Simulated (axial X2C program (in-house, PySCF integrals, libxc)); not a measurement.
# Worked dissociation energy of LiHf: PBE50, scalar-relativistic

Calculated with an axial X2C code built on PySCF integrals. Spin-free means the one-electron spin-free X2C Hamiltonian. Basis: Hf dyall-cv3z [13s14p9d7f4g], Li dyall-cv3z [7s8p2d] (cores contracted in-house); Gaussian nuclei, density fitting, unrestricted open shells. Masses: Hf 179.947 u, Li 7.016 u.

Molecular state: M_S = 3/2, Λ = 0 (beyond evenly filled blocks: σα, π+α, π-α).

* E(Hf) (2M_S = 2, M_L = 2): -15078.282563 hartree
* E(Li) (2M_S = 1, M_L = 0): -7.473284 hartree
* E(LiHf) at Re: -15085.774155 hartree
* ωe: 234.8 cm⁻¹
* ωexe: 2.71 cm⁻¹

(1) Work out De and D0.

The state is a single determinant with fixed occupations, the lowest that a limited PBE0 search found. Dissociation energies refer to the lowest single-determinant-based atoms at the same level and basis. PBE0 can misorder states that lie within some tenths of an eV, so this need not be the ground state of the molecule. The nearest other spin-free determinant of the search, M_S = 3/2, Λ = 3, lies 0.18 eV up at the distance of the search. Without a current term, density functionals place determinants with orbital angular momentum somewhat too high. Spin–orbit coupling changes these values markedly for this molecule (Re by over 0.02 Å or De by over 0.25 eV), so the spin-free numbers are a model.

Each atomic determinant is the lowest at this level and need not be a pure term. Totals compare only within one Hamiltonian and basis.

Results:

(1) De = -15078.282563 + (-7.473284) − (-15085.774155) = 0.01831 hartree = 0.498 eV. The zero-point energy is ωe/2 − ωexe/4 = 117 cm⁻¹ = 0.014 eV, so D0 = 0.484 eV.
